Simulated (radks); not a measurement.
The numbers below are computed, except where a source is named.
Task: Tb III, configuration [Xe] 4f8.5 6s0.5 (fractional occupations, a model configuration). Code: a radial shooting solver on a logarithmic mesh with Libxc functionals. Model: scalar-relativistic Kohn-Sham, BLYP, spin-polarised, spherical densities, point nucleus; open shells are filled with parallel spins first (spin-orbit coupling, left out, can overturn this in heavy ions). Some entries of the table are withheld. Estimate them.

orbital,occ.,eigenvalue (eV),r(max) (bohr)
1s up,1,-51885.90,0.01364
1s down,1,-51885.89,0.01364
2s up,1,-8615.817,0.07749
2s down,1,-8615.767,0.07749
2p up,3,-7657.723,0.06279
2p down,3,-7657.686,0.06279
3s up,1,-1925.656,0.2198
3s down,1,-1923.571,0.2197
3p up,3,-1630.268,0.2158
3p down,3,-1628.192,0.2157
3d up,5,-1245.244,0.1764
3d down,5,-1243.648,0.1763
4s up,1,-397.6074,0.5046
4s down,1,-392.7940,0.5045
4p up,3,-300.3121,0.5268
4p down,3,-295.5567,0.5267
4d up,5,-166.8266,0.5464
4d down,5,-162.1604,0.5463
5s up,1,-65.2961,(1)
5s down,1,-62.9374,(2)
5p up,3,(3),1.330
5p down,3,(4),1.347
4f up,7,-22.3285,(5)
4f down,1.5,-18.2651,(6)
6s up,0.5,-15.7972,3.015
6s down,0,-15.2610,3.061

Result: 
(1) 5s up r(max) (bohr): 1.172
(2) 5s down r(max) (bohr): 1.182
(3) 5p up eigenvalue (eV): -41.8904
(4) 5p down eigenvalue (eV): -40.1319
(5) 4f up r(max) (bohr): 0.5520
(6) 4f down r(max) (bohr): 0.5546
